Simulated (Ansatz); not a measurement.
Basis sets compared for Ge₃F₈. Total charge 0; singlet. Geometry PBE-D4/def2-SVP. Ansatz on 4 threads of Arm Neoverse V1 on a shared host; times are rough, and most runs start from earlier orbitals.

| atom | x (Å) | y (Å) | z (Å) |
| --- | --- | --- | --- |
| Ge1 | 1.4879 | -0.2952 | -1.5368 |
| F2 | 1.6335 | 0.2312 | -3.1837 |
| F3 | 1.6322 | -2.0259 | -1.5253 |
| F4 | 2.8520 | 0.3316 | -0.6624 |
| Ge5 | -0.6146 | 0.4216 | -0.4797 |
| F6 | -1.9239 | -0.3080 | -1.3747 |
| F7 | -0.7495 | 2.1467 | -0.7115 |
| Ge8 | -1.0155 | -0.0301 | 1.9050 |
| F9 | 0.1864 | 0.7423 | 2.8925 |
| F10 | -0.9188 | -1.7338 | 2.2305 |
| F11 | -2.5697 | 0.5197 | 2.4461 |

Binding counts from free atoms (Ge triplet, F doublet) in the same basis, without a counterpoise term.

```csv
level,functions,energy (Eh),HOMO (eV),LUMO (eV),binding per atom (eV),wall time
PBE-D4/def2-SVP,208,-7026.9931,-8.53,-3.96,4.09,3 s
PBE0-D4/def2-SVP,208,-7027.1275,-10.14,-3.23,3.83,6.5 s
```

Estimate the rows for PBE-D4/def2-TZVP, PBE0-D4/def2-TZVP.


| level | functions | energy (Eh) | HOMO (eV) | LUMO (eV) | binding per atom (eV) | wall time |
| --- | --- | --- | --- | --- | --- | --- |
| PBE-D4/def2-TZVP | 392 | -7028.7987 | -8.79 | -4.19 | 4.06 | 7 s |
| PBE0-D4/def2-TZVP | 392 | -7028.9311 | -10.26 | -3.35 | 3.85 | 25 s |
